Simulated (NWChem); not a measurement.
Molecule: BNH2Br2; SMILES B(Br)(Br)N

```xyz
6

B      0.0000     0.0000    -0.6418
Br     1.6774     0.0000     0.3233
Br    -1.6774     0.0000     0.3233
N      0.0000     0.0000    -2.0368
H     -0.8618     0.0000    -2.5833
H      0.8618     0.0000    -2.5833
```
Atoms are numbered in this order, from 1.

Results from NWChem. Pople sets run with spherical d functions. Structure relaxed at the PBE-D3(BJ)/def2-SVP level. Total energies compare along this basis series because the functional is fixed.

```tsv
level	basis functions	energy (Ha)	highest occupied level (eV)	orbital gap (eV)	dipole (D)
PBE/STO-3G	48	-5170.9259	-3.60	5.94	3.10
PBE/3-21G	66	-5203.1286	-6.34	5.86	3.35
PBE/6-31G*	96	-5227.7410	___	5.75	___
PBE/6-311G**	136	-5228.3162	-6.79	5.72	3.06
```

Q: What belongs in the gaps?

A: 
- PBE/6-31G*, highest occupied level (eV): -6.71
- PBE/6-31G*, dipole (D): 3.18
